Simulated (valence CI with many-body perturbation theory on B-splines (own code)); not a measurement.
Forbidden lines of Sm⁵⁵⁺

Method: valence CI with perturbative core correlation (CI+MBPT): five valence electrons over a frozen Dirac-Fock core [He], radial functions for each j: 11 s, 11 p, 10 d, 8 f, 5 g, 2 h, with the one-electron correlation potential Σ1 (screened to all orders), the two-electron term Σ2, the three-electron term Σ3, Breit, model QED; selected single and double excitations, second order for the rest, scaled by the run's own slope (own B-spline code, finite nucleus).

No measured spectrum was set against this ion. As an estimate, large intervals hold to a few tenths of a per cent, small ones and those within an open d or f shell to about a per cent. Among the levels kept, up to 7200 cm⁻¹ of a level comes from second order outside the variational space, and about a tenth of that is noise between levels of different J, which matters for small intervals.

Lines 1 to 50 of 94 in falling wavelength, among levels below 66926 × 10³ cm⁻¹, chosen from the decays that carry over 1 % of a level's rate. Wavelengths and rates use the calculated energies. Electric multipoles are in the length gauge, E1 and E2 with the static RPA response of the core. S is in atomic units (e²a₀⁴ for E2 and M2, e²a₀⁶ for E3), for M1 in squared Bohr magnetons. Weak lines are less certain than strong ones. Lines between different terms over intervals too small for the method are left out, as are lines whose strength nearly cancels.

Levels are named by their leading jj configuration (3d3/2^4 stands for four electrons in 3d with j = 3/2), which in mixed levels can hold well under half, so a name can repeat and another be missing. Letters in brackets count levels of one name in rising energy.

| λ vac (Å) | Upper | Lower | Type | A (s⁻¹) | S (a.u.) |
| --- | --- | --- | --- | --- | --- |
| 20.30 | (2s^2 2p1/2 2p3/2^2) J=3/2 | (2s^2 2p1/2^2 2p3/2) J=3/2 | M1 | 2.22e+09 | 2.75e+00 |
| 20.25 | (2s^2 2p3/2^3) J=3/2 | (2s^2 2p1/2 2p3/2^2) J=1/2 | M1 | 5.47e+08 | 6.73e-01 |
| 19.60 | (2s^2 2p1/2 2p3/2^2) J=5/2 | (2s^2 2p1/2^2 2p3/2) J=3/2 | M1 | 3.73e+08 | 6.24e-01 |
| 19.60 | (2s^2 2p1/2 2p3/2^2) J=5/2 | (2s^2 2p1/2^2 2p3/2) J=3/2 | E2 | 6.31e+06 | 9.79e-05 |
| 19.48 | (2s^2 2p3/2^2 3d5/2) J=9/2 | (2s^2 2p1/2 2p3/2 3d5/2) J=9/2 | M1 | 9.97e+08 | 2.73e+00 |
| 19.04 | (2s^2 2p3/2^3) J=3/2 | (2s^2 2p1/2 2p3/2^2) J=5/2 | M1 | 6.49e+08 | 6.64e-01 |
| 18.92 | (2s^2 2p3/2^2 3d5/2) J=9/2 | (2s^2 2p1/2 2p3/2 3d5/2) J=7/2 [a] | M1 | 8.76e+08 | 2.20e+00 |
| 18.46 | (2s^2 2p1/2 2p3/2^2) J=1/2 | (2s^2 2p1/2^2 2p3/2) J=3/2 | M1 | 1.33e+09 | 6.20e-01 |
| 18.42 | (2s^2 2p3/2^3) J=3/2 | (2s^2 2p1/2 2p3/2^2) J=3/2 | M1 | 2.62e+09 | 2.43e+00 |
| 2.209 | (2s^2 2p1/2 2p3/2 3d5/2) J=9/2 | (2s 2p1/2 2p3/2^3) J=5/2 | E2 | 6.98e+08 | 3.28e-07 |
| 2.014 | (2s^2 2p1/2 2p3/2 3p1/2) J=3/2 [a] | (2s^2 2p1/2 2p3/2^2) J=1/2 | E2 | 9.31e+10 | 1.10e-05 |
| 2.010 | (2s^2 2p1/2 2p3/2 3p1/2) J=5/2 | (2s^2 2p1/2 2p3/2^2) J=1/2 | E2 | 1.71e+11 | 3.00e-05 |
| 2.008 | (2s 2p1/2 2p3/2^2 3p1/2) J=5/2 [c] | (2s 2p1/2 2p3/2^3) J=3/2 [b] | E2 | 2.86e+11 | 5.00e-05 |
| 2.003 | (2s^2 2p1/2 2p3/2 3p1/2) J=1/2 | (2s^2 2p1/2 2p3/2^2) J=5/2 | E2 | 1.93e+11 | 1.11e-05 |
| 2.000 | (2s^2 2p1/2 2p3/2 3p1/2) J=3/2 [b] | (2s^2 2p1/2 2p3/2^2) J=1/2 | E2 | 7.47e+10 | 8.53e-06 |
| 1.999 | (2s^2 2p1/2^2 3p1/2) J=1/2 | (2s^2 2p1/2^2 2p3/2) J=3/2 | E2 | 9.07e+11 | 5.17e-05 |
| 1.997 | (2s^2 2p1/2 2p3/2 3p1/2) J=5/2 | (2s^2 2p1/2 2p3/2^2) J=5/2 | E2 | 5.17e+11 | 8.80e-05 |
| 1.997 | (2s^2 2p3/2^2 3p1/2) J=3/2 | (2s^2 2p3/2^3) J=3/2 | E2 | 1.86e+11 | 2.11e-05 |
| 1.996 | (2s^2 2p1/2 2p3/2 3p1/2) J=1/2 | (2s^2 2p1/2 2p3/2^2) J=3/2 | E2 | 2.89e+11 | 1.63e-05 |
| 1.996 | (2s^2 2p3/2^2 3p1/2) J=5/2 | (2s^2 2p3/2^3) J=3/2 | E2 | 6.25e+11 | 1.06e-04 |
| 1.994 | (2s^2 2p1/2 2p3/2 3p1/2) J=3/2 [a] | (2s^2 2p1/2 2p3/2^2) J=3/2 | E2 | 5.63e+11 | 6.35e-05 |
| 1.990 | (2s^2 2p1/2 2p3/2 3p1/2) J=5/2 | (2s^2 2p1/2 2p3/2^2) J=3/2 | E2 | 1.28e+11 | 2.14e-05 |
| 1.987 | (2s^2 2p1/2 2p3/2 3p1/2) J=3/2 [b] | (2s^2 2p1/2 2p3/2^2) J=5/2 | E2 | 5.09e+11 | 5.64e-05 |
| 1.984 | (2s^2 2p3/2^2 3d5/2) J=9/2 | (2s 2p1/2 2p3/2^3) J=5/2 | E2 | 2.29e+09 | 6.30e-07 |
| 1.981 | (2s^2 2p3/2^2 3p1/2) J=1/2 | (2s^2 2p3/2^3) J=3/2 | E2 | 5.05e+11 | 2.75e-05 |
| 1.980 | (2s^2 2p1/2 2p3/2 3p1/2) J=3/2 [b] | (2s^2 2p1/2 2p3/2^2) J=3/2 | E2 | 2.93e+10 | 3.19e-06 |
| 1.957 | (2s 2p1/2 2p3/2^2 3p3/2) J=9/2 | (2s 2p1/2 2p3/2^3) J=5/2 | E2 | 1.48e+11 | 3.80e-05 |
| 1.954 | (2s^2 2p1/2 2p3/2 3p3/2) J=3/2 [a] | (2s^2 2p1/2 2p3/2^2) J=1/2 | E2 | 2.63e+10 | 2.67e-06 |
| 1.948 | (2s 2p1/2^2 2p3/2 3p3/2) J=7/2 | (2s 2p1/2^2 2p3/2^2) J=5/2 | E2 | 2.90e+11 | 5.80e-05 |
| 1.945 | (2s 2p1/2^2 2p3/2 3p3/2) J=1/2 [b] | (2s 2p1/2^2 2p3/2^2) J=3/2 | E2 | 5.19e+11 | 2.58e-05 |
| 1.944 | (2s^2 2p1/2 2p3/2 3p3/2) J=5/2 [b] | (2s^2 2p1/2 2p3/2^2) J=1/2 | E2 | 1.79e+11 | 2.67e-05 |
| 1.944 | (2s^2 2p1/2 2p3/2 3p3/2) J=1/2 [a] | (2s^2 2p1/2 2p3/2^2) J=5/2 | E2 | 9.18e+10 | 4.55e-06 |
| 1.943 | (2s^2 2p3/2^2 3p3/2) J=5/2 | (2s^2 2p3/2^3) J=3/2 | E2 | 1.64e+11 | 2.43e-05 |
| 1.942 | (2s^2 2p3/2^2 3p3/2) J=7/2 | (2s^2 2p3/2^3) J=3/2 | E2 | 1.58e+11 | 3.12e-05 |
| 1.942 | (2s^2 2p1/2 2p3/2 3p3/2) J=3/2 [a] | (2s^2 2p1/2 2p3/2^2) J=5/2 | E2 | 1.99e+11 | 1.96e-05 |
| 1.940 | (2s^2 2p1/2 2p3/2 3p3/2) J=7/2 | (2s^2 2p1/2 2p3/2^2) J=5/2 | E2 | 3.13e+11 | 6.13e-05 |
| 1.938 | (2s^2 2p1/2^2 3p3/2) J=3/2 | (2s^2 2p1/2^2 2p3/2) J=3/2 | E2 | 4.53e+11 | 4.42e-05 |
| 1.938 | (2s^2 2p1/2 2p3/2 3p3/2) J=1/2 [a] | (2s^2 2p1/2 2p3/2^2) J=3/2 | E2 | 2.45e+11 | 1.20e-05 |
| 1.936 | (2s^2 2p1/2 2p3/2 3p3/2) J=5/2 [a] | (2s^2 2p1/2 2p3/2^2) J=3/2 | E2 | 2.30e+11 | 3.36e-05 |
| 1.935 | (2s^2 2p1/2 2p3/2 3p3/2) J=3/2 [a] | (2s^2 2p1/2 2p3/2^2) J=3/2 | E2 | 1.03e+11 | 9.96e-06 |
| 1.933 | (2s^2 2p1/2 2p3/2 3p3/2) J=7/2 | (2s^2 2p1/2 2p3/2^2) J=3/2 | E2 | 3.59e+10 | 6.93e-06 |
| 1.925 | (2s^2 2p1/2 2p3/2 3p3/2) J=1/2 [b] | (2s^2 2p1/2 2p3/2^2) J=5/2 | E2 | 4.88e+11 | 2.31e-05 |
| 1.919 | (2s 2p1/2^2 2p3/2 3p3/2) J=1/2 [b] | (2s 2p1/2^2 2p3/2^2) J=5/2 | E2 | 1.67e+11 | 7.74e-06 |
| 1.917 | (2s 2p1/2 2p3/2^2 3d5/2) J=9/2 [b] | (2s 2p1/2 2p3/2^3) J=5/2 | M2 | 2.52e+10 | 5.84e-06 |
| 1.910 | (2s 2p1/2^2 2p3/2 3d5/2) J=9/2 | (2s 2p1/2^2 2p3/2^2) J=5/2 | M2 | 1.69e+10 | 3.84e-06 |
| 1.910 | (2s 2p1/2^2 2p3/2 3d5/2) J=9/2 | (2s 2p1/2^2 2p3/2^2) J=5/2 | E3 | 9.67e+08 | 2.85e-06 |
| 1.905 | (2s^2 2p3/2^2 3d5/2) J=7/2 | (2s^2 2p3/2^3) J=3/2 | M2 | 2.86e+10 | 5.12e-06 |
| 1.904 | (2s^2 2p3/2^2 3d5/2) J=9/2 | (2s^2 2p3/2^3) J=3/2 | E3 | 6.77e+08 | 1.96e-06 |
| 1.900 | (2s^2 2p1/2 2p3/2 3d5/2) J=9/2 | (2s^2 2p1/2 2p3/2^2) J=5/2 | M2 | 1.67e+10 | 3.69e-06 |
| 1.900 | (2s^2 2p1/2 2p3/2 3d5/2) J=9/2 | (2s^2 2p1/2 2p3/2^2) J=5/2 | E3 | 1.03e+09 | 2.93e-06 |
